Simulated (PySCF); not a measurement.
Computed magnetic data of one metal complex (SC-NEVPT2 in the d shell, PySCF, with spin-orbit coupling):

```csv
T / K,χT / cm³ K mol⁻¹,μeff / μB
2,0.363,1.71
5,0.363,1.71
10,0.364,1.71
20,0.364,1.71
30,0.364,1.71
50,0.364,1.71
75,0.365,1.71
100,0.365,1.71
150,0.366,1.71
200,0.367,1.71
250,0.368,1.72
300,0.368,1.72
```

Powder magnetisation at 2 K: 0.16 μB at 0.5 T, 0.31 μB at 1 T, 0.57 μB at 2 T, 0.75 μB at 3 T, 0.92 μB at 5 T, 0.97 μB at 7 T.

Problem. Which of these complexes, all computed at model or optimised geometries, gave the data?
A. [TiCl6]3- (d1, octahedral)
B. TiF3 (d1, trigonal planar)
C. [Cu(H2O)5]2+ (d9, square pyramidal)
D. [MnO4]2- (d1, tetrahedral)

Solution. D. [MnO4]2- (d1, tetrahedral) has NEVPT2: 2S+1 = 2, 1.72 μB at 300 K, 1.71 μB at 10 K, 0.97 μB at 7 T. The others: [TiCl6]3- (d1, octahedral) has NEVPT2: 2S+1 = 2, 1.90 μB at 300 K, 0.44 μB at 10 K, 0.03 μB at 7 T; TiF3 (d1, trigonal planar) has NEVPT2: 2S+1 = 2, 1.76 μB at 300 K, 1.67 μB at 10 K, 0.94 μB at 7 T; [Cu(H2O)5]2+ (d9, square pyramidal) has NEVPT2: 2S+1 = 2, 2.01 μB at 300 K, 1.96 μB at 10 K, 1.12 μB at 7 T.

The d shell alone is too small an active space for [MnO4]2- (an active orbital has only 0.52 squared overlap with the free ion's shell): its levels, fitted parameters, g values and moments show what this model gives and aren't sound predictions.

On [MnO4]2-: The ground state is orbitally degenerate in this regular structure, which would distort (Jahn–Teller), so its moment is that of the undistorted model.
